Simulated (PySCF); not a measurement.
# Electron affinity of Ru by level of theory

Ru⁻ [Kr] 4d7 5s2 (4F) → Ru [Kr] 4d7 5s1 (5F), as a difference of total energies. Calculation: PySCF 2.14, in x2c-TZVPPall with one added diffuse shell each of s, p, d, f type (9s7p7d3f1g, 95 functions); scalar relativity by spin-free X2C-1e. Correlated levels: valence: [Kr] frozen. The calculations carry no spin-orbit coupling.

```json
{"method": "UHF", "electron affinity (eV)": "-0.176"}
{"method": "MP2 (valence)", "electron affinity (eV)": "0.613"}
{"method": "SCS-MP2 (valence)", "electron affinity (eV)": "0.715"}
{"method": "CCSD (valence)", "electron affinity (eV)": "0.804"}
{"method": "CCSD(T) (valence)", "electron affinity (eV)": "0.931"}
```

Errors of the correlated levels include the incompleteness of this basis and the frozen core.

A negative affinity means that the anion lies above the atom at that level of theory.

The coupled-cluster amplitudes are large for Ru⁻ (T1 above 0.03 or a double amplitude above 0.15), so a single reference is strained.

Task: Which method comes closest to the reference value, and which is furthest?

Result: The reference is 1.046 eV (measured; photodetachment measurements, as compiled on the Wikipedia data page of electron affinities). Closest: CCSD(T) (valence) (error -0.115 eV); furthest: UHF (error -1.222 eV).
